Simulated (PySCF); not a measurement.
Vertical excitations of a molecule C3H4BFO from TDA-ωB97X/def2-SVPD run with PySCF 2.14.0, as energy in eV (oscillator strength): 6.14 (0.014), 6.79 (0.040), 7.29 (0.126), 7.56 (0.021), 7.90 (0.006), 8.05 (0.074), 8.51 (0.105), 8.59 (0.070), 8.81 (0.029), 8.89 (0.092). Lowest triplet (TDA): 4.44 eV. The structure is a stationary point at PBE0-D3(BJ)/def2-SVP. The values are those of a single conformer.

Task: Which molecule gave these data?
A) FB1C=COC1
B) C#CCB(O)F
C) C#CB(O)CF
D) OB1C=C[C@H]1F

Result: D, OB1C=C[C@H]1F
